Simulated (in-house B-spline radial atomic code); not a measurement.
## The arsenic ion As⁴⁺: [Ne] 3s2 3p5 3d10 4s1 8d1 (an excited or competing configuration)

Computed with a B-spline radial code for spherical atoms: Dirac-Hartree-Fock, average of configuration, Fermi nucleus of rms radius 4.0968 fm.

Screening seen three ways: the hydrogenic charge with the same mean radius, Z_r = [3n² - l(l+1)]/(2<r>), the one with the same energy, Z_e = n√(-2ε), and Slater's rules. Values are occupation-weighted means over j.

| shell | electrons | ε (eV) | <r> (bohr) | Z_r | Z_e | Slater |
| --- | --- | --- | --- | --- | --- | --- |
| 1s | 2 | -12038 | 0.04547 | 32.99 | 29.75 | 32.70 |
| 2s | 2 | -1654.8 | 0.2017 | 29.75 | 22.06 | 28.85 |
| 2p | 6 | -1456.7 | 0.1772 | 28.22 | 20.69 | 28.85 |
| 3s | 2 | -299.87 | 0.5906 | 22.86 | 14.08 | 22.10 |
| 3p | 5 | -238.8 | 0.6059 | 20.63 | 12.57 | 22.10 |
| 3d | 10 | -132.38 | 0.6362 | 16.50 | 9.36 | 12.85 |
| 4s | 1 | -76.665 | 1.602 | 14.98 | 9.50 | 8.55 |
| 8d | 1 | -6.5559 | 15 | 6.20 | 5.55 | 5.00 |

The least bound orbital is 8d5/2 at -6.554 eV, and it is also the most diffuse (<r> = 15.01 bohr). The part-filled 3p shell lies below the filled 3d shell in orbital energy.

Spin-orbit splittings of the orbital energies (j = l + 1/2 above j = l - 1/2 when positive): 2p 37 eV, 3p 5.417 eV, 3d 0.8276 eV, 8d 0.005026 eV.

For the 1s electron the small component carries 1.43 % of the norm, the zero-frequency Breit interaction raises the level by 17.79 eV, self-energy by 9.313 eV, and vacuum polarisation lowers it by 0.9156 eV.

The density falls to 0.001 bohr⁻³ at 2.747 bohr; Σ<r²> = 263.33 bohr² gives, by the non-relativistic formula and without the paramagnetism of open shells, a Langevin diamagnetic susceptibility of -208.6×10⁻⁶ cm³/mol.
